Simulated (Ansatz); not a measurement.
Compare A (`C[C@H]1N[Si@H]1C`) with its isomer B (`CC(C)=N[SiH3]`).

Gas-phase electronic energies from Ansatz, PBE0-D4/def2-TZVP geometries. CCSD(T)/CBS is the MP2 limit (def2-TZVPP, def2-QZVPP) plus CCSD(T) − MP2 in def2-TZVPP, frozen cores. DFT in def2-TZVPP. B3LYP here is the variant with VWN-RPA as its local correlation; programs differ in this.

Question: Which isomer does CCSD(T)/CBS put lower? Give the gap. (An estimate is asked.)

Answer: The calculation gave: B, by 33.7 kJ/mol.

Question: Give E(B) − E(A) in kJ/mol with r2SCAN-D4, B3LYP-D4, HF/def2-TZVPP, CCSD(T)/def2-TZVPP, PBE0-D4, MP2/def2-TZVPP, ωB97M-V. (Estimate.)

Answer: Ansatz gave: r2SCAN-D4 -30.3, B3LYP-D4 -46.7, HF/def2-TZVPP -73.8, CCSD(T)/def2-TZVPP -39.0, PBE0-D4 -23.8, MP2/def2-TZVPP -29.4, ωB97M-V -31.4. None reverses the order clearly.

Largest T1 diagnostic: 0.012.

In def2-TZVPP, CCSD(T) changes the Hartree–Fock value by +34.8 kJ/mol (the triples alone add +1.3 kJ/mol) and MP2 by +44.5 kJ/mol.
